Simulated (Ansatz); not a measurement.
Mulliken charges of `[CH3][Sb]([NH2])[SH]` from r2SCAN/def2-TZVPP in Ansatz (PBE0-D4/def2-TZVP geometry).

```json
{"atom": "C1", "x (Å)": "-1.417", "y (Å)": "0.510", "z (Å)": "-0.296", "charge (e)": "-0.455"}
{"atom": "Sb2", "x (Å)": "0.258", "y (Å)": "-0.767", "z (Å)": "-0.728", "charge (e)": "0.677"}
{"atom": "N3", "x (Å)": "0.833", "y (Å)": "-1.099", "z (Å)": "1.180", "charge (e)": "-0.556"}
{"atom": "S4", "x (Å)": "1.626", "y (Å)": "1.191", "z (Å)": "-1.180", "charge (e)": "-0.386"}
{"atom": "H5", "x (Å)": "-1.764", "y (Å)": "0.987", "z (Å)": "-1.214", "charge (e)": "0.108"}
{"atom": "H6", "x (Å)": "-1.118", "y (Å)": "1.278", "z (Å)": "0.418", "charge (e)": "0.098"}
{"atom": "H7", "x (Å)": "-2.221", "y (Å)": "-0.091", "z (Å)": "0.128", "charge (e)": "0.097"}
{"atom": "H8", "x (Å)": "0.458", "y (Å)": "-0.486", "z (Å)": "1.890", "charge (e)": "0.149"}
{"atom": "H9", "x (Å)": "0.769", "y (Å)": "-2.062", "z (Å)": "1.479", "charge (e)": "0.157"}
{"atom": "H10", "x (Å)": "2.658", "y (Å)": "0.489", "z (Å)": "-1.674", "charge (e)": "0.111"}
```

By hand: the dipole of these point charges (1 e Å = 4.8032 D).

Σ q r = (-0.303, -0.719, -0.309) e Å, of length 0.839 e Å = 4.03 D.

How does the dipole of the full density compare? (Estimate.)

Ansatz gave: (-0.342, -0.341, 0.140) e Å, 2.42 D; the point charges give 1.67 times that, at 44° from its direction.

Point charges leave out the atoms' own dipoles, such as those of lone pairs, and Mulliken's split depends on the basis, so the two needn't agree.
